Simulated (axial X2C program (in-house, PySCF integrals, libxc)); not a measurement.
NaGa⁺: from Re and ωe to a spectrum

A bond curve at the CCSD(T) level, 2c, was computed with an axial X2C code built on PySCF integrals (basis Ga dyall-cv3z [9s9p7d4f1g], Na dyall-cv3z [9s8p5d2f] (cores contracted in-house)) for the state Ω = 1/2 (⟨Sz⟩ = 0.50, ⟨Lz⟩ = 0.00 at HF). Its fit gives Re = 3.4090 Å, ωe = 112.2 cm⁻¹, ωexe = 0.414 cm⁻¹ and αe = 6.013e-04 cm⁻¹; the masses are 68.9256 and 22.9898 u. Two-component means X2C with spin–orbit coupling and atomic mean-field Coulomb and Gaunt terms.

Correlated methods: 3 electrons correlated (number of frozen shells: Ga 3 s, 2 p, 1 d; Na 2 s, 1 p), 283 virtual spin orbitals or spinors in MP2, 47 natural virtuals in coupled cluster.

Question: Find the reduced mass, Be and the force constant.

Answer: From the CCSD(T) values: μ = 17.2396 u. Be = 16.8576/(μ Re²) = 0.08414 cm⁻¹. k = 5.8918×10⁻⁷ μ ωe² = 0.128 mdyn/Å.

Question: A Morse curve ties αe to the other constants (Pekeris). How well does that hold?

Answer: αe(Morse) = 6Be²/ωe × (√(ωexe/Be) − 1) = 4.612e-04 cm⁻¹; the CCSD(T) curve gives 6.013e-04 cm⁻¹, a ratio of 0.77.

Question: Where do the fundamental and the first overtone lie?

Answer: ν(1←0) = ωe − 2ωexe = 111.4 cm⁻¹; ν(2←0) = 2ωe − 6ωexe = 221.9 cm⁻¹.

Question: Estimate the centrifugal constant by the Kratzer relation.

Answer: D = 4Be³/ωe² = 1.89e-07 cm⁻¹.

Occupations by symmetry block were frozen at the best pattern of an incomplete PBE0 search. Coupled cluster ran in a truncated set of natural virtual spinors; the MP2 energy of the rest was added. (T) has no such correction and the atoms are truncated less, which lowers De at CCSD(T) by a hundredth of an eV or more. With the outer-core shells frozen, correlated bond lengths of heavy atoms tend to come out a few hundredths of an ångström too long.
